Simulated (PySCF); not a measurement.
Radial density of Ni²⁷⁺ (nickel, charge +27)

UHF, 1s1, 2S determinant. All numbers are calculated (PySCF 2.14, the spin-free X2C one-electron Hamiltonian (Gaussian nucleus), in an even-tempered Gaussian basis (17 s from 30 bohr⁻², ratio 2.2; 7 p from 46 bohr⁻², ratio 2.4; 4 d from 140 bohr⁻², ratio 2.4; 3 f from 210 bohr⁻², ratio 2.4; 3 g from 310 bohr⁻², ratio 2.4)).

```tsv
r (bohr)	4πr²ρ (e/bohr)	4πr²(ρα − ρβ)
0.000717	0.06704	0.0670
0.00121	0.1717	0.1717
0.00203	0.4332	0.4332
0.00341	1.062	1.0618
0.00574	2.482	2.4823
0.00965	5.343	5.3425
0.0162	9.973	9.9733
0.0273	14.59	14.5863
0.0459	14.06	14.0631
0.0773	6.686	6.6856
0.130	0.9629	0.9629
0.219	0.01871	0.0187
0.368	1.263e-05	0.0000
```

Densities and radii are taken from the X2C orbitals without a picture-change correction, which distorts them close to the nucleus.
